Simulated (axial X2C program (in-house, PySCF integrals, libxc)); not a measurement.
NaNi⁻: from the spin-free to the two-component result

Calculated with an in-house relativistic program for diatomic molecules. Spin-free means the one-electron spin-free X2C Hamiltonian; two-component (2c) means X2C with spin–orbit coupling and atomic mean-field two-electron Coulomb and Gaunt terms, so the difference of the two also holds small scalar two-electron terms. Basis: Ni dyall-acv3z [10s10p7d4f2g], Na dyall-av3z [10s9p5d2f] (cores contracted in-house); Gaussian nuclei, density fitting, unrestricted open shells. Masses: Ni 57.935 u, Na 22.990 u.

Spin-free state: M_S = 1, Λ = 1 (beyond evenly filled blocks: σα, π+α, π+β, π-α); fragments Ni- + Na.

| level | Re (Å) | ωe (cm⁻¹) | De (eV) | μ (D) |
| --- | --- | --- | --- | --- |
| PBE0 | 2.868 | 143.3 | 0.906 | -7.13 |
| BHandHLYP | 2.891 | 135.3 | 0.779 | -7.05 |

Dipoles are positive if Na is the positive end and refer to the centre of mass.

Two-component determinant lowest at the distance of the search:

Ω = 2 (⟨Sz⟩ = 0.98, ⟨Lz⟩ = 1.02 at PBE0); fragments Ni- + Na.

| level | Re (Å) | ωe (cm⁻¹) | μ (D) |
| --- | --- | --- | --- |
| PBE0 | 2.867 | 143.3 | -7.14 |
| BHandHLYP | 2.889 | 135.4 | -7.07 |

(1) From the two tables, how do the constants change at the PBE0 level (2c against spin-free)?

The state is one determinant whose occupation by symmetry is held fixed; it was picked as the lowest of a PBE0 search that is not exhaustive. De is counted from the lowest determinant-based energies of the atoms at the same level, without counterpoise correction. De is not given where an atomic determinant may have missed its ground term or J level, or where the truncated virtual space spoils (T). Density functionals use the spin component along the axis (collinear). Other states lie close and PBE0, whose exact exchange favours high spin, may order them wrongly; the determinant shown need not be the ground state. The nearest other spin-free determinant of the search, M_S = 0, Λ = 1, lies 0.019 eV up at the distance of the search. Without a current term, density functionals place determinants with orbital angular momentum somewhat too high. With several unpaired electrons one determinant need not be a pure state. A state of lower Ω lies just above, and one determinant can place such states too high, so the state shown need not be the lowest. The search has Ω = 1 only 0.02 eV up. Open-shell Ω = 0 determinants with evenly filled partner blocks cannot be reached by this program, so the Ω shown need not be the lowest component. The highest occupied level of some functionals is positive through self-interaction error; at Hartree–Fock it is bound.

## Answers

(1) At the PBE0 level Re decreases by 0.001 Å and ωe stays the same within 0.2 cm⁻¹.
